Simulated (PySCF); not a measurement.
Job for PySCF: R-B3LYP/LANL2DZ on FNbO (SMILES [O]=[Nb][F]), 2S+1 = 1, a spin state set in the input, which need not be the lowest.

```python
from pyscf import gto, scf, dft, mp
from pyscf.data.elements import chemcore

mol = gto.M(
    atom='''
    Nb    0.37657146   -0.15889361    0.55072486
    O     0.97881048   -0.16856131   -1.02007831
    F    -1.38845066    0.37482652    0.39903382
    ''',
    basis='lanl2dz',
    ecp={'Nb': 'lanl2dz'},
    charge=0, spin=0, verbose=3, max_memory=1800)
mf = dft.RKS(mol, xc='b3lyp')
mf.conv_tol = 1e-8
mf.max_cycle = 100
mf.kernel()
if not mf.converged:
    mf = mf.newton().run(mf.mo_coeff, mf.mo_occ)
```

Program output:

```
converged SCF energy = -231.407767947782
```

Self-consistency was reached.

Cost: around 0.6 core-seconds (rough).
